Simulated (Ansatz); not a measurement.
CsRe, multiplicity 7 (lowest of 2S+1 = 1, 3, 5, 7 at CCSD(T)/def2-TZVPP on PBE0 minima; our sources give no spin for the ground state, which may be another), most abundant isotopes (186.9558 and 132.9055 u). Constants from fifth-degree fits in 1/R to seven points on the lowest solution found; no spin–orbit coupling, no relativity up to Kr; ω_e x_e and α_e move by some per cent with the fit.

Correlated levels freeze the inner cores; with def2 sets outer-core shells near the valence are correlated too.

The values were computed with Ansatz (Gaussian basis) for Hartree–Fock, density functionals and correlated methods. Values without a source in brackets are computed. In def2 rows elements past Kr take small-core potentials, without spin–orbit coupling.

| level | r_e (Å) | ω_e (cm⁻¹) | ω_e x_e (cm⁻¹) | α_e (cm⁻¹) |
|---|---|---|---|---|
| PBE/def2-TZVPP | 4.1887 | 37.5 | 0.192 | 7.19e-5 |
| CCSD(T)/def2-TZVPP | 4.2883 | 33.3 | 0.243 | 8.65e-5 |

Problem. Derive the rotational constants, the centrifugal constant, the fundamental, the zero-point energy and the force constant.

Solution. 
μ = 77.68194 u.
- PBE/def2-TZVPP: B_e = 16.8576/(μ r_e²) = 0.012369 cm⁻¹; B₀ = B_e − α_e/2 = 0.012333 cm⁻¹; D = 4B_e³/ω_e² = 5.39e-09 cm⁻¹; fundamental ω_e − 2ω_e x_e = 37 cm⁻¹; zero-point energy ω_e/2 − ω_e x_e/4 = 19 cm⁻¹; k = μ(2πcω_e)² = 6.43 N/m
- CCSD(T)/def2-TZVPP: B_e = 16.8576/(μ r_e²) = 0.011801 cm⁻¹; B₀ = B_e − α_e/2 = 0.011758 cm⁻¹; D = 4B_e³/ω_e² = 5.92e-09 cm⁻¹; fundamental ω_e − 2ω_e x_e = 33 cm⁻¹; zero-point energy ω_e/2 − ω_e x_e/4 = 17 cm⁻¹; k = μ(2πcω_e)² = 5.08 N/m

Ansatz is a quantum-chemistry and plane-wave program.
